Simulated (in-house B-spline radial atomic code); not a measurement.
Radial electron density of Pr⁴⁺, [Xe] 4f1. Method: scalar-relativistic (X2C) revTPSS, spin-polarised, spherical fractional occupations, Fermi nucleus of rms radius 4.8919 fm. Calculated with a radial B-spline atomic code at the basis-set limit.

One-electron X2C: radii and densities carry no picture-change correction, so inner-shell <1/r> comes out high (for 1s by about 2 % at Z = 33, 5 % at 54, 10 % at 75, 30 % at 118) and <r> low.

Columns: r (bohr), 4πr²n(r) (electrons per bohr), bar.

```
 0.00063    2.227 #
0.000775    3.059 #
0.000953    4.186 ##
 0.00117     5.69 ##
 0.00144    7.724 ###
 0.00177     10.4 ####
 0.00218    13.92 ######
 0.00268    18.41 ########
  0.0033    24.09 ##########
 0.00405    30.92 #############
 0.00499    39.11 #################
 0.00613    48.18 #####################
 0.00754    57.73 #########################
 0.00927    66.78 #############################
  0.0114    74.11 ################################
   0.014    78.35 ##################################
  0.0172    78.65 ##################################
  0.0212    75.22 ################################
  0.0261    70.28 ##############################
  0.0321    67.76 #############################
  0.0394    71.49 ###############################
  0.0485    82.45 ###################################
  0.0596    95.71 #########################################
  0.0733    102.4 ############################################
  0.0902    96.45 #########################################
   0.111    82.63 ###################################
   0.136    75.06 ################################
   0.168    81.15 ###################################
   0.206    88.77 ######################################
   0.254     78.9 ##################################
   0.312    53.15 #######################
   0.383    34.32 ###############
   0.472    34.18 ###############
    0.58     38.3 ################
   0.713    31.65 ##############
   0.877    19.28 ########
    1.08    11.72 #####
    1.33      9.2 ####
    1.63      6.9 ###
    2.01    3.659 ##
    2.47    1.251 #
    3.03   0.2623 
    3.73  0.03045 
    4.59 0.001716 
    5.64 4.402e-05
```

On this grid the curve has 4 maxima, near 0.0172, 0.0733, 0.206, 0.58 bohr.

The 5p up radial function P(r) = rR(r), positive near the nucleus:

```csv
r (bohr),P
0.000953,0.0009421
0.00144,0.001816
0.00218,0.003563
0.0033,0.007049
0.00499,0.01391
0.00754,0.02708
0.0114,0.0513
0.0172,0.09199
0.0261,0.1518
0.0394,0.213
0.0596,0.2211
0.0902,0.08853
0.136,-0.1822
0.206,-0.3263
0.312,0.009144
0.472,0.4767
0.713,0.1783
1.08,-0.6713
1.63,-0.8999
2.47,-0.4175
3.73,-0.06764
5.64,-0.002583
```
